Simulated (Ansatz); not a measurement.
These are frozen-core CCSD(T)/def2-TZVPP // TPSSh-D3(BJ)/def2-TZVP run with Ansatz (a quantum-chemistry and plane-wave program) values and carry that method's errors.

Ansatz 0.2 input:
```yaml
crystal:
  periodic: [false, false, false]
  atoms:
    - { symbol: C, position_ang: [2.267018, 0.084673, 0.14524] }
    - { symbol: C, position_ang: [1.020791, 0.295584, -0.274919] }
    - { symbol: C, position_ang: [-0.189115, -0.272613, 0.338441] }
    - { symbol: C, position_ang: [-1.364245, -0.646916, -0.54136] }
    - { symbol: C, position_ang: [-1.465772, 0.542711, 0.359838] }
    - { symbol: H, position_ang: [3.116429, 0.535256, -0.353398] }
    - { symbol: H, position_ang: [2.477855, -0.546296, 1.002676] }
    - { symbol: H, position_ang: [0.853141, 0.936087, -1.139873] }
    - { symbol: H, position_ang: [-0.015163, -0.909485, 1.198864] }
    - { symbol: H, position_ang: [-1.917489, -1.540634, -0.282227] }
    - { symbol: H, position_ang: [-1.259852, -0.474221, -1.605494] }
    - { symbol: H, position_ang: [-1.430888, 1.527912, -0.088759] }
    - { symbol: H, position_ang: [-2.089203, 0.471314, 1.241993] }
basis:
  gaussian: { orbitals: def2-TZVPP }
correlation:
  method: ccsd_t
```

Output:

```
Functional definition: HF
1563 factors; integrals over basis functions are off by at most 8.7e-4 eV
mean field evaluation 1: about -5275.3346 eV, gradient 3.7e1 eV
mean field evaluation 2: about -5275.5914 eV, gradient 3.7e1 eV
mean field evaluation 4: about -5279.3459 eV, gradient 4.2e0 eV
mean field evaluation 8: about -5279.4011 eV, gradient 2.3e-1 eV
mean field evaluation 16: about -5275.3326 eV, gradient 3.7e1 eV
mean field -5279.40133612 eV, -194.0144205955 hartree, gradient 1.3e-6 eV, S^2 0.000000; 0 other end points of the search recorded, 0 dependent functions left out
5 core orbitals not correlated
reference -5279.40133612 eV, -194.0144205955 hartree; 14, 14 occupied and 248, 248 virtual orbitals, 1563 factors
second order -22.59775347 eV of doubles, -0.00000000 eV of singles
cycle   1  -23.09224058 eV  change   -4.9e-1 eV  update   9.4e-2
cycle   2  -23.65687674 eV  change   -5.6e-1 eV  update   2.8e-2
cycle   3  -23.75465172 eV  change   -9.8e-2 eV  update   1.2e-2
cycle   4  -23.75182628 eV  change    2.8e-3 eV  update   3.4e-3
cycle   5  -23.75274175 eV  change   -9.2e-4 eV  update   1.3e-3
cycle   6  -23.75303478 eV  change   -2.9e-4 eV  update   3.5e-4
cycle   7  -23.75288273 eV  change    1.5e-4 eV  update   1.0e-4
cycle   8  -23.75287241 eV  change    1.0e-5 eV  update   4.4e-5
cycle   9  -23.75288183 eV  change   -9.4e-6 eV  update   1.5e-5
perturbative correction -1.05841888 eV, -0.0388961766 hartree
Total energy: -5304.21263683 eV, -194.9262190789 hartree
```

Cost: about 9 core-minutes (a rough figure).
